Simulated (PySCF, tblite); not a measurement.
`Fc1ccnc(F)c1` (2,4-difluoropyridine). Structure optimised with GFN2-xTB, isolated species.

```
atom  x, y, z in Å
F1    -1.0132    2.2738    0.1249
C2    -0.4761    1.0489    0.0562
C3    -1.3050   -0.0616   -0.0200
C4    -0.6930   -1.3016   -0.0884
N5     0.6192   -1.4665   -0.0851
C6     1.3699   -0.3943   -0.0121
F7     2.6882   -0.6000   -0.0115
C8     0.9000    0.9106    0.0624
H9    -2.3763    0.0487   -0.0248
H10   -1.2736   -2.2106   -0.1490
H11    1.5652    1.7551    0.1215
```

Problem. Which two atoms are farthest apart?

Solution. F7···H9, 5.11 Å; the next longest distance is 4.88 Å.

Problem. Work out the bond lengths F1–C2, C3–C4, C3–H9, C4–N5, C6–F7, C8–H11 in pm.

Solution. For F1–C2 the difference vector is (0.5371, -1.2249, -0.0687) Å, of length 1.3392 Å. F1–C2 133.9; C3–C4 138.4; C3–H9 107.7; C4–N5 132.3; C6–F7 133.4; C8–H11 107.7 pm.

Problem. Where is the centre of mass (commonest isotopes), and what is the radius of gyration?

Solution. Mass 115.023 u; centre at (0.312, 0.115, 0.008) Å; Rg = √(Σ m r²/M) = 1.887 Å. As Ia + Ib + Ic = 2 Σ m r², the three principal moments sum to 819.1 u·Å².

Problem. What are the angles C4–C3–H9, N5–C4–H10, C4–N5–C6, C6–C8–H11?

Solution. From the scalar product of the two bond vectors; for C4–C3–H9 it is -0.7921 Å² over 1.3845 × 1.0770 Å², cos θ = -0.5312. C4–C3–H9 122.1°; N5–C4–H10 115.4°; C4–N5–C6 117.8°; C6–C8–H11 122.1°.

Problem. How far are the heavy atoms from their best plane (unweighted least squares)?

Solution. 0.000 Å rms; none is more than 0.001 Å off.

Problem. Give the dihedral angles C4–N5–C6–C8, F1–C2–C8–C6, F1–C2–C3–H9, F7–C6–C8–C2, C8–C2–C3–H9.

Solution. C4–N5–C6–C8 0° (synperiplanar); F1–C2–C8–C6 180° (antiperiplanar); F1–C2–C3–H9 0° (synperiplanar); F7–C6–C8–C2 180° (antiperiplanar); C8–C2–C3–H9 180° (antiperiplanar). Dihedral signs follow IUPAC: positive where, seen along the central bond, the front bond turns clockwise onto the rear one.

Problem. How far apart are these pairs, which share no bond: C3···C8, C4···F7, C6···H10, C8···H10?

Solution. C3···C8 2.411 Å (2 bonds apart); C4···F7 3.454 Å (3 bonds apart); C6···H10 3.210 Å (3 bonds apart); C8···H10 3.809 Å (4 bonds apart).

Its GFN2-xTB frequencies are all real (lowest 201 cm⁻¹).

All values are computed, not measured.
